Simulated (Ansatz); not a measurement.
Level of theory: PBE-D3(BJ)/def2-SVP in Ansatz (an electronic-structure program). No frequencies were computed at this level.

Ansatz 0.2 input:
```yaml
crystal:
  periodic: [false, false, false]
  atoms:
    - { symbol: Y, position_ang: [-0.624413, -0.242249, -0.32764] }
    - { symbol: Cl, position_ang: [0.443186, 1.914535, -0.477966] }
    - { symbol: Cl, position_ang: [1.381765, -1.55609, -0.582214] }
    - { symbol: N, position_ang: [-1.097661, -0.330748, 1.720424] }
    - { symbol: H, position_ang: [-1.482192, 0.499348, 2.176438] }
    - { symbol: H, position_ang: [-1.510971, -1.138175, 2.187986] }
basis:
  gaussian: { orbitals: def2-svp }
hamiltonian:
  xc: pbe
  dispersion: d3bj
relax:
  max_steps: 150
```

Output:

```
Functional definition: PBE
967 factors; their error is unknown
mean field evaluation 1: about -27583.9133 eV, gradient 7.2e1 eV
mean field evaluation 2: about -27477.6415 eV, gradient 1.6e2 eV
mean field evaluation 4: about -27594.7192 eV, gradient 1.2e1 eV
mean field evaluation 8: about -27595.1144 eV, gradient 7.6e-2 eV
mean field evaluation 16: about -27595.0710 eV, gradient 7.6e-5 eV
mean field -27595.07096998 eV, -1014.1001535358 hartree, gradient 1.3e-5 eV, S^2 0.000000; 0 other end points of the search recorded, 0 dependent functions left out
reference -27595.07103987 eV, -1014.1001561041 hartree; 27, 27 occupied and 64, 64 virtual orbitals, 967 factors
relax step   1: F+E_penalty+E_count = -27595.21397185 eV  Δ(F+E_penalty+E_count) = +0.000e0 eV  max|allowed force component| = 6.685e-1 eV/Å  Δτ_max = 0.0000 Å  (28 SCF iters, accepted)
these checks for a lower state are left out or cut short: starts, cluster_reference, orbital_swaps, neighbouring_geometries, increment
967 factors; their error is unknown
mean field -27595.40270859 eV, -1014.1123447049 hartree, gradient 7.9e-6 eV, S^2 0.000000; 0 other end points of the search recorded, 0 dependent functions left out
reference -27595.40277993 eV, -1014.1123473264 hartree; 27, 27 occupied and 64, 64 virtual orbitals, 967 factors
relax step   2: F+E_penalty+E_count = -27595.53655820 eV  Δ(F+E_penalty+E_count) = -3.226e-1 eV  max|allowed force component| = 9.365e-1 eV/Å  Δτ_max = 0.1994 Å  (34 SCF iters, accepted)
these checks for a lower state are left out or cut short: starts, cluster_reference, orbital_swaps, neighbouring_geometries, increment
967 factors; their error is unknown
mean field evaluation 32: about -27595.4963 eV, gradient 8.6e-4 eV
mean field -27595.49625525 eV, -1014.1157824812 hartree, gradient 9.3e-6 eV, S^2 0.000000; 0 other end points of the search recorded, 0 dependent functions left out
reference -27595.49632650 eV, -1014.1157850997 hartree; 27, 27 occupied and 64, 64 virtual orbitals, 967 factors
relax step   3: F+E_penalty+E_count = -27595.62657501 eV  Δ(F+E_penalty+E_count) = -9.002e-2 eV  max|allowed force component| = 1.300e0 eV/Å  Δτ_max = 0.1934 Å  (33 SCF iters, accepted)
these checks for a lower state are left out or cut short: starts, cluster_reference, orbital_swaps, neighbouring_geometries, increment
967 factors; their error is unknown
mean field -27595.61582310 eV, -1014.1201765188 hartree, gradient 2.4e-5 eV, S^2 0.000000; 0 other end points of the search recorded, 0 dependent functions left out
reference -27595.61589374 eV, -1014.1201791148 hartree; 27, 27 occupied and 64, 64 virtual orbitals, 967 factors
relax step   4: F+E_penalty+E_count = -27595.74342213 eV  Δ(F+E_penalty+E_count) = -1.168e-1 eV  max|allowed force component| = 4.252e-1 eV/Å  Δτ_max = 0.1997 Å  (32 SCF iters, accepted)
these checks for a lower state are left out or cut short: starts, cluster_reference, orbital_swaps, neighbouring_geometries, increment
967 factors; their error is unknown
mean field -27595.63791213 eV, -1014.1209882756 hartree, gradient 1.9e-5 eV, S^2 0.000000; 0 other end points of the search recorded, 0 dependent functions left out
reference -27595.63798232 eV, -1014.1209908551 hartree; 27, 27 occupied and 64, 64 virtual orbitals, 967 factors
relax step   5: F+E_penalty+E_count = -27595.76439248 eV  Δ(F+E_penalty+E_count) = -2.097e-2 eV  max|allowed force component| = 3.375e-1 eV/Å  Δτ_max = 0.2000 Å  (32 SCF iters, accepted)
these checks for a lower state are left out or cut short: starts, cluster_reference, orbital_swaps, neighbouring_geometries, increment
967 factors; their error is unknown
mean field -27595.64732877 eV, -1014.1213343307 hartree, gradient 8.3e-6 eV, S^2 0.000000; 0 other end points of the search recorded, 0 dependent functions left out
reference -27595.64739870 eV, -1014.1213369007 hartree; 27, 27 occupied and 64, 64 virtual orbitals, 967 factors
relax step   6: F+E_penalty+E_count = -27595.77325548 eV  Δ(F+E_penalty+E_count) = -8.863e-3 eV  max|allowed force component| = 2.215e-2 eV/Å  Δτ_max = 0.0957 Å  (28 SCF iters, accepted)
these checks for a lower state are left out or cut short: starts, cluster_reference, orbital_swaps, neighbouring_geometries, increment
967 factors; their error is unknown
mean field evaluation 64: about -27595.6477 eV, gradient 1.9e-5 eV
mean field -27595.64771277 eV, -1014.1213484424 hartree, gradient 1.9e-5 eV, S^2 0.000000; 0 other end points of the search recorded, 0 dependent functions left out
reference -27595.64778261 eV, -1014.1213510089 hartree; 27, 27 occupied and 64, 64 virtual orbitals, 967 factors
relax step   7: F+E_penalty+E_count = -27595.77359511 eV  Δ(F+E_penalty+E_count) = -3.396e-4 eV  max|allowed force component| = 6.727e-3 eV/Å  Δτ_max = 0.0307 Å  (27 SCF iters, accepted)
these checks for a lower state are left out or cut short: starts, cluster_reference, orbital_swaps, neighbouring_geometries, increment
967 factors; their error is unknown
mean field -27595.64776866 eV, -1014.1213504964 hartree, gradient 1.7e-5 eV, S^2 0.000000; 0 other end points of the search recorded, 0 dependent functions left out
reference -27595.64783846 eV, -1014.1213530615 hartree; 27, 27 occupied and 64, 64 virtual orbitals, 967 factors
relax step   8: F+E_penalty+E_count = -27595.77362409 eV  Δ(F+E_penalty+E_count) = -2.898e-5 eV  max|allowed force component| = 2.518e-3 eV/Å  Δτ_max = 0.0132 Å  (27 SCF iters, accepted)
967 factors; their error is unknown
mean field -27595.64776866 eV, -1014.1213504964 hartree, gradient 1.7e-5 eV, S^2 0.000000; 1 other end points of the search recorded, 0 dependent functions left out
reference -27595.64783846 eV, -1014.1213530615 hartree; 27, 27 occupied and 64, 64 virtual orbitals, 967 factors
Total energy: -27595.77369390 eV, -1014.1259781634 hartree
Atom 0 at     0.066378    -0.016895     0.080060 Å, force     0.001938     0.000124    -0.001449 eV/Å
Atom 1 at     0.245818     2.302211    -0.751172 Å, force    -0.000935    -0.002518     0.001070 eV/Å
Atom 2 at     1.204153    -2.034857    -0.777184 Å, force    -0.001464     0.002271     0.001681 eV/Å
Atom 3 at    -1.217900    -0.310572     1.727264 Å, force    -0.000596     0.000922    -0.002202 eV/Å
Atom 4 at    -1.773796     0.407371     2.212476 Å, force     0.001831    -0.001454     0.000800 eV/Å
Atom 5 at    -1.414939    -1.200637     2.205584 Å, force    -0.000773     0.000656     0.000100 eV/Å
Dipole moment:    -0.372520    -0.085129     0.476736 e Å
```

Cost: roughly 27 core-seconds.
